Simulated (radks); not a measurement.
Values are calculated unless marked as measured or tabulated.
Bi+, 82 electrons, occupied as [Hg] 6p2.

Level of theory: Dirac Kohn-Sham, PBE, spin-unpolarised, spherical densities, finite nucleus; open shells fill j = l - 1/2 first; Fermi nuclear charge, rms radius 5.5211 fm (a radial shooting solver on a logarithmic mesh with Libxc functionals).

Energy parts (Ry):
total: -43149.3719
kinetic: 50399.4661
electron-nucleus: -109304.6801
Hartree: 16552.5222
exchange-correlation: -796.6800

Orbitals (lengths in bohr, moments of r in powers of bohr):
orbital  occ.  eigenvalue (Ry)       <r^4>      <r>  small-component weight
1s1/2       2        -6648.563   3.333e-07  0.01580                1.00e-01
2s1/2       2        -1194.012  0.00004750  0.06579                2.32e-02
2p1/2       2        -1147.761  0.00002789  0.05388                2.33e-02
2p3/2       4        -977.2886  0.00004565  0.06293                2.05e-02
3s1/2       2        -288.5775    0.001711   0.1710                7.84e-03
3p1/2       2        -267.5497    0.001478   0.1615                7.79e-03
3p3/2       4        -229.3817    0.002122   0.1780                6.95e-03
3d3/2       4        -194.7227    0.001385   0.1545                6.84e-03
3d5/2       6        -186.6297    0.001542   0.1595                6.61e-03
4s1/2       2        -66.62614     0.03717   0.3770                2.71e-03
4p1/2       2        -57.45755     0.03902   0.3778                2.62e-03
4p3/2       4        -48.05192     0.05504   0.4124                2.29e-03
4d3/2       4        -33.09061     0.06285   0.4161                2.09e-03
4d5/2       6        -31.33477     0.06956   0.4271                2.01e-03
4f5/2       6        -11.92148      0.1014   0.4380                1.65e-03
4f7/2       8        -11.51795      0.1071   0.4442                1.62e-03
5s1/2       2        -12.06827      0.8625   0.8320                7.44e-04
5p1/2       2         -8.88723       1.151   0.8856                6.57e-04
5p3/2       4         -7.07675       1.706   0.9752                5.53e-04
5d3/2       4         -2.63746       4.820    1.210                3.63e-04
5d5/2       6         -2.41720       5.612    1.254                3.40e-04
6s1/2       2         -1.56652       40.43    2.139                1.20e-04
6p1/2       2         -0.92198       95.12    2.601                7.81e-05
6p3/2       0         -0.75800       153.9    2.936                6.04e-05

The highest occupied level is 6p1/2 at -12.544 eV. The electron density at the nucleus is 2.969e+06 e/bohr^3. For comparison, the ionisation energy in NIST's Atomic Spectra Database is 16.703 eV (measured). In exact Kohn-Sham theory the highest level is minus the ionisation energy, but local and semilocal functionals leave it too shallow, through self-interaction and a potential that decays too fast; potentials with the right tail come closer. The density falls to 0.001 e/bohr^3 at r = 4.22 bohr. Summed over all electrons, <r^2> = 58.39 bohr^2, which gives a Langevin (diamagnetic) susceptibility term of -46.2 x 10^-6 cm^3/mol.

Beside tabulated values, note that spin-unpolarised runs miss the spin-polarisation part of the exchange energy of open shells.
